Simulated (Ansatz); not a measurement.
Reaction (redistribution): `C[SiH2][SiH2]Br` + `[SiH3]/C=C/[SiH3]` → `C[SiH2]/C=C/[SiH3]` + `[SiH3][SiH2]Br`

Isolated molecules relaxed with PBE0-D4/def2-TZVP in Ansatz; ΔE leaves out vibrations. CCSD(T)/CBS is the MP2 limit (def2-TZVPP, def2-QZVPP) plus CCSD(T) − MP2 in def2-TZVPP, frozen cores. This one scheme is used for every species. Double bonds are as drawn, so ΔE can hold a change between cis and trans. Functionals use def2-TZVPP. For Br outer-core shells are correlated without core-valence functions, which leaves a few kJ/mol of doubt a bond. Scalar relativity is left out up to krypton. One conformer a species, not always the lowest.

`C[SiH2][SiH2]Br`:

Z-matrix (Å, degrees):
```
C
Si 1 1.872
H 1 1.092 2 110.9
H 1 1.092 2 110.7 3 -120.2
H 1 1.092 2 110.3 3 119.9
Si 2 2.339 1 110.3 3 -62.4
H 2 1.489 1 111.1 3 178.3
H 2 1.491 1 111.2 3 57.9
Br 6 2.239 2 107.5 1 -54.5
H 6 1.486 2 112.8 1 63.0
H 6 1.485 2 113.5 1 -172.9
```

`[SiH3]/C=C/[SiH3]`:

Z-matrix (Å, degrees):
```
Si
C 1 1.864
H 1 1.488 2 110.6
H 1 1.486 2 108.8 3 120.4
H 1 1.488 2 110.6 3 -119.2
C 2 1.337 1 123.6 3 -120.6
H 2 1.091 1 118.1 3 59.4
Si 6 1.864 2 123.6 1 -180.0
H 6 1.091 2 118.3 1 0.0
H 8 1.488 6 110.6 2 -120.5
H 8 1.488 6 110.6 2 120.3
H 8 1.486 6 108.8 2 -0.1
```

`C[SiH2]/C=C/[SiH3]`:

```xyz
15

C     0.504   -2.212   -1.605
Si   -0.358   -0.552   -1.550
C     0.217    0.464   -0.093
C    -0.587    0.868    0.896
Si   -0.007    1.869    2.356
H     0.295   -2.787   -0.700
H     1.586   -2.085   -1.685
H     0.168   -2.795   -2.466
H    -0.075    0.188   -2.812
H    -1.832   -0.727   -1.422
H     1.273    0.738   -0.040
H    -1.643    0.598    0.845
H    -0.730    3.168    2.429
H     1.452    2.123    2.217
H    -0.262    1.142    3.630
```

`[SiH3][SiH2]Br`:

```xyz
8

Si   -0.012    0.432   -1.134
Si    0.164   -0.507    0.998
Br   -1.458    0.343    2.273
H     1.057   -0.114   -2.014
H     0.138    1.907   -1.036
H    -1.340    0.103   -1.711
H    -0.009   -1.981    0.977
H     1.460   -0.183    1.646
```

| species | B2PLYP energy (Eh) |
| --- | --- |
| `C[SiH2][SiH2]Br` | -3194.87316 |
| `[SiH3]/C=C/[SiH3]` | -659.69993 |
| `C[SiH2]/C=C/[SiH3]` | -699.00523 |
| `[SiH3][SiH2]Br` | -3155.56850 |

Task: Work out ΔE.

Result: ΔE = (-699.00523) + (-3155.56850) − (-3194.87316) − (-659.69993) = -0.00064 Eh = -1.7 kJ/mol. CCSD(T)/CBS gives -1.2 kJ/mol.

Largest T1 diagnostic among the species: 0.012.
